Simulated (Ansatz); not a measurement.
hydrogen cyanide (CHN), singlet, at a GFN2-xTB geometry; MP2/def2-SVPD run with Ansatz (an electronic-structure program).

Input for Ansatz:
Ansatz 0.2 input:
```yaml
crystal:
  periodic: [false, false, false]
  atoms:
    - {symbol: C, position_ang: [-0.00000000, -0.00000000, -0.49321914]}
    - {symbol: N, position_ang: [0.00000000, 0.00000000, 0.64442884]}
    - {symbol: H, position_ang: [-0.00000000, -0.00000000, -1.55168705]}
basis:
  gaussian:
    orbitals: def2-SVPD
magnetization: {spin_polarized: false}
correlation: {method: mp2}
```

The log (banner, timings and long lists left out):

```
Functional definition: HF
479 factors; integrals over basis functions are off by at most 8.7e-4 eV
mean field evaluation 1: about -2523.5778 eV, gradient 2.6e1 eV
mean field evaluation 2: about -2523.5818 eV, gradient 2.6e1 eV
mean field evaluation 4: about -2525.3177 eV, gradient 2.2e0 eV
mean field evaluation 8: about -2525.3419 eV, gradient 9.6e-5 eV
mean field -2525.34188297 eV, -92.8046024609 hartree, gradient 7.6e-7 eV, S^2 0.000000; 0 other end points of the search recorded, 0 dependent functions left out
2 core orbitals not correlated
reference -2525.34188297 eV, -92.8046024609 hartree; 5, 5 occupied and 41, 41 virtual orbitals, 479 factors
second order -7.98449997 eV of doubles, -0.00000000 eV of singles
Total energy: -2533.32638294 eV, -93.0980274226 hartree
```
